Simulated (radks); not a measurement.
Values are calculated unless marked as measured or tabulated.
Question: Species: Ti II. Configuration: [Ar] 3d2 4s1. Level of theory: Dirac Kohn-Sham, PBE, spin-unpolarised, spherical densities, point nucleus; open shells fill j = l - 1/2 first (a radial shooting solver on a logarithmic mesh with Libxc functionals). Some entries of the table are withheld. Estimate them.

| orbital | occ. | eigenvalue (hartree) | <r> (bohr) |
|---|---|---|---|
| 1s1/2 | 2 | -179.1686 | 0.06959 |
| 2s1/2 | 2 | -19.99253 | 0.3247 |
| 2p1/2 | 2 | -16.72885 | (1) |
| 2p3/2 | 4 | -16.51668 | (2) |
| 3s1/2 | 2 | (3) | 1.007 |
| 3p1/2 | 2 | (4) | 1.080 |
| 3p3/2 | 4 | (5) | 1.089 |
| 3d3/2 | 2 | -0.41835 | (6) |
| 3d5/2 | 0 | -0.41657 | (7) |
| 4s1/2 | 1 | -0.38024 | 3.190 |

Answer: 
(1) 2p1/2 <r> (bohr): 0.2880
(2) 2p3/2 <r> (bohr): 0.2907
(3) 3s1/2 eigenvalue (hartree): -2.56835
(4) 3p1/2 eigenvalue (hartree): -1.71125
(5) 3p3/2 eigenvalue (hartree): -1.68711
(6) 3d3/2 <r> (bohr): 1.517
(7) 3d5/2 <r> (bohr): 1.522
